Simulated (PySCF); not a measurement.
C$_{4}$H$_{7}$, charge -1, singlet, at a GFN2-xTB geometry (in this run its highest filled SCF level lies above zero, so its values depend strongly on the basis, on diffuse functions most of all); DF-CAMB3LYP/def2-SVP (PySCF).

PySCF was given this input:
```python
from pyscf import gto, scf, dft

mol = gto.M(
    atom='''
C     0.005171    1.099252   -0.342693
C    -0.007092   -1.018712   -0.008307
C    -1.076525    0.070119    0.085163
C     1.078485    0.055241    0.069957
H     0.016252    1.983544    0.362447
H    -0.017443   -1.526429   -0.978465
H    -0.006867   -1.790847    0.779077
H    -1.491403    0.132180    1.118348
H    -1.944298   -0.059266   -0.587965
H     1.508718    0.111466    1.097179
H     1.934805   -0.086048   -0.615336
''',
    basis='def2-svp',
    charge=-1,
    spin=0,
    verbose=4,
)

mf = dft.RKS(mol)
mf.xc = 'camb3lyp'
mf.grids.becke_scheme = dft.gen_grid.stratmann
mf = mf.density_fit(auxbasis='def2-universal-jkfit')
mf.kernel()
mf.analyze()
```

The log (banner, timings and long lists left out):

```
PySCF version 2.14.0

[INPUT] verbose = 4
[INPUT] num. atoms = 11
[INPUT] num. electrons = 32
[INPUT] charge = -1
[INPUT] spin (= nelec alpha-beta = 2S) = 0
[INPUT] symmetry False subgroup None
[INPUT] Mole.unit = angstrom
[INPUT] Symbol           X                Y                Z      unit          X                Y                Z       unit  Magmom
[...]
nuclear repulsion = 118.740918284346
number of shells = 45
number of NR pGTOs = 145
number of NR cGTOs = 91
basis = def2-svp
ecp = {}

******** <class 'pyscf.df.df_jk.DFRKS'> ********
method = DFRKS
initial guess = minao
damping factor = 0
level_shift factor = 0
DIIS = <class 'pyscf.scf.diis.CDIIS'>
diis_start_cycle = 1
diis_space = 8
diis_damp = 0
SCF conv_tol = 1e-09
SCF conv_tol_grad = None
SCF max_cycles = 50
direct_scf = False
XC library pyscf.dft.libxc version 7.1.2
    S. Lehtola, C. Steigemann, M. J. T. Oliveira, and M. A. L. Marques,  SoftwareX 7, 1–5 (2018)
XC functionals = camb3lyp
    T. Yanai, D. P. Tew, and N. C. Handy,  Chem. Phys. Lett. 393, 51 (2004)
radial grids:
    Treutler-Ahlrichs [JCP 102, 346 (1995); DOI:10.1063/1.469408] (M4) radial grids

becke partition: Stratmann, Scuseria, Frisch. CPL, 257, 213 (1996); DOI:10.1016/0009-2614(96)00600-8
pruning grids: <function nwchem_prune>
grids dens level: 3
symmetrized grids: False
atomic radii adjust function: <function treutler_atomic_radii_adjust>
small_rho_cutoff = 0
Set gradient conv threshold to 3.16228e-05
Initial guess from minao.
tot grids = 125128
******** <class 'pyscf.df.df.DF'> ********
auxbasis = def2-universal-jkfit
Create RSH-DF object <pyscf.df.df.DF object> for omega=0.33
******** <class 'pyscf.df.df.DF'> ********
auxbasis = auxmol.basis = def2-universal-jkfit
init E= -156.675301658564
[...]
cycle= 1 E= -156.210983684213  delta_E= 0.464  |g|= 0.532  |ddm|=  3.4
[...]
cycle= 2 E= -156.20784240349  delta_E= 0.00314  |g|= 0.581  |ddm|= 2.45
[...]
cycle= 3 E= -156.301598196116  delta_E= -0.0938  |g|= 0.0245  |ddm|= 1.26
[...]
cycle= 4 E= -156.301781636007  delta_E= -0.000183  |g|= 0.00528  |ddm|= 0.0849
[...]
cycle= 5 E= -156.301796966492  delta_E= -1.53e-05  |g|= 0.00114  |ddm|= 0.0298
[...]
cycle= 6 E= -156.301798393588  delta_E= -1.43e-06  |g|= 0.000483  |ddm|= 0.0158
[...]
cycle= 7 E= -156.301798580292  delta_E= -1.87e-07  |g|= 0.000194  |ddm|= 0.00473
[...]
cycle= 8 E= -156.301798610177  delta_E= -2.99e-08  |g|= 5.68e-05  |ddm|= 0.00241
[...]
cycle= 9 E= -156.301798611784  delta_E= -1.61e-09  |g|= 1.2e-05  |ddm|= 0.000448
[...]
cycle= 10 E= -156.30179861188  delta_E= -9.58e-11  |g|= 2.7e-06  |ddm|= 9.16e-05
[...]
Extra cycle  E= -156.301798611888  delta_E= -8.07e-12  |g|= 1.41e-06  |ddm|= 2.49e-05
converged SCF energy = -156.301798611888
**** SCF Summaries ****
Total Energy =                        -156.301798611887591
Nuclear Repulsion Energy =             118.740918284345696
One-electron Energy =                 -451.054196513508884
Two-electron Energy =                  176.011479617275569
Two-electron Coulomb Energy =          200.405565897974270
DFT Exchange-Correlation Energy =      -24.394086280698694
HOMO-LUMO gap [eV] =                     6.574705939300569
**** MO energy ****
[...]
 ** Mulliken pop on meta-lowdin orthogonal AOs  **
 ** Mulliken pop  **
 ** Mulliken atomic charges  **
charge of    0C =     -0.60233
charge of    1C =     -0.16172
charge of    2C =     -0.16509
charge of    3C =     -0.16509
charge of    4H =     -0.02294
charge of    5H =      0.05568
charge of    6H =      0.03043
charge of    7H =     -0.00498
charge of    8H =      0.02051
charge of    9H =     -0.00498
charge of   10H =      0.02051

WARN: System has nonzero charge -1; the dipole moment is origin-dependent.
Location of origin: [0. 0. 0.]

Dipole moment(X, Y, Z, Debye): -0.01189, -3.38101,  1.62380
```
